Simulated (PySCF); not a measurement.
PySCF 2.14 output of a UHF calculation on a single atom or ion in 6-31G* (3s2p1d, 14 functions), with no relativity, point nucleus:

```
SCF conv_tol = 1e-09
number electrons alpha = 2  beta = 1
cycle= 1 E= -14.2754106905765  delta_E= -8.88e-15  |g|= 2.41e-08  |ddm|= 2.99e-07
converged SCF energy = -14.2754106905765  <S^2> = 0.75000138  2S+1 = 2.0000014
```

The run itself started from symmetry-adapted Hartree-Fock orbitals and held the occupation by maximum overlap, so the iterations belong to that start.

Task: Which element, charge and spin multiplicity is this?

Result: Be⁺ (beryllium, charge +1), multiplicity 2; the state was [He] 2s1, 2S determinant.
